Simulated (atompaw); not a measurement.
# Pseudopotential generation for Co: PAW (atompaw), LDA (PW92), scalar-relativistic.

cobalt (Co), PAW, made with atompaw 4.2.0.5 (LDA (PW92), scalar-relativistic). Core [Ne], reference 3s2 3p6 3d7 4s2 4p0. Waves: 3s (bound): rc 0.85 bohr; 4s (bound): rc 1.25 bohr; 3p (bound): rc 0.90 bohr; 4p (bound, empty): rc 1.80 bohr; 3d (bound): rc 1.80 bohr; 3d channel at 0.2 Ry: rc 1.80 bohr. Local part: bessel scheme, radius 1.45 bohr. Core correction: smooth core density matched at 1.35 bohr. Augmentation charge: besselshape compensation charge, radius 1.45 bohr; PAW radius 1.80 bohr; waves and projectors: custom polynom vanderbiltortho.

* Cutoffs needed: 90 Ry and 160 Ry (the cutoffs (Ry, on a coarse ladder) from which the occupation-weighted sum of valence levels, in a spherical-Bessel basis at the reference potential, stays within 10 and 1 mRy of its value at 400 Ry)
* Ghost test: no extra level below or beside the all-electron valence levels (s, p, d, f tested) (spherical-Bessel basis up to 400 Ry, 20 bohr box)
* Lowest eigenvalue of the overlap operator: 0.50 (p channel)
* Overlap eigenvalues printed by atompaw (projector basis): 0.55, 0.563, 0.81, 68.4, 1.21e+03, 1.68e+03
* Share of each valence orbital outside the PAW sphere: 3s 0 %, 4s 85 %, 3p 1 %, 4p 96 %, 3d 12 %
